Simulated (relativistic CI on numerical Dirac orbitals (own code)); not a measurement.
# Fe⁺: q coefficients and field-shift factors

These numbers are calculated, not measured: Dirac-Coulomb-Breit CI, orbitals from a KLI potential per configuration, valence Slater integrals scaled by 0.85, P86 correlation energy added to each configuration, derivatives by finite differences, QED left out (own radial code, finite nucleus).

CI space (outside the closed core [Ar]): 3d6 4s, 3d7, 3d5 4s2, 3d6 4p, 3d6 4d, 3d6 5s, 3d6 5p. Levels of other configurations are missing.

With x = (α/α₀)² − 1 an excitation energy changes as ω = ω₀ + qx; K = 2q/ω₀ is the relative enhancement. Terms are leading LS components, so labels can repeat. The field-shift factor is F = δν/δ⟨r²⟩ for the transition from the lowest level.

Lowest level 3d6 4s 6D_9/2.

| Level | ω₀ (cm⁻¹) | q (cm⁻¹) | K | F (GHz/fm²) |
| --- | --- | --- | --- | --- |
| 3d6 4s 6D_7/2 | 371.8 | 371.9 | 2 | 0.00234 |
| 3d6 4s 6D_5/2 | 646.8 | 635.9 | 1.97 | 0.00406 |
| 3d6 4s 6D_3/2 | 836.9 | 814.3 | 1.95 | 0.00523 |
| 3d6 4s 6D_1/2 | 948.7 | 918.1 | 1.94 | 0.00591 |
| 3d7 4F_9/2 | 7836.2 | 2492 | 0.636 | -1.19 |
| 3d7 4F_7/2 | 8345.6 | 2998 | 0.718 | -1.18 |
| 3d7 4F_5/2 | 8721.0 | 3355 | 0.769 | -1.18 |
| 3d7 4F_3/2 | 8979.4 | 3594 | 0.801 | -1.18 |
| 3d6 4s 4D_7/2 | 9625.8 | 481.9 | 0.1 | -0.216 |
| 3d6 4s 4D_5/2 | 10051.0 | 904.9 | 0.18 | -0.213 |
| 3d6 4s 4D_3/2 | 10334.3 | 1171 | 0.227 | -0.211 |
| 3d6 4s 4D_1/2 | 10498.0 | 1320 | 0.252 | -0.21 |
| 3d7 4P_5/2 | 19671.7 | 1454 | 0.148 | -0.612 |

For a near-neutral ion this model can misplace configurations by up to about 10,000 cm⁻¹ (more where the count of f electrons changes) and terms by 10 to 25 % of their spread. Rates follow the energies as ν³ (E1, M1) or ν⁵ (E2), so they and the lifetimes can be off by large factors. The fine structure of a lone outer electron comes out too small, for d and f at times inverted, and misplaced configurations move strength between like terms.
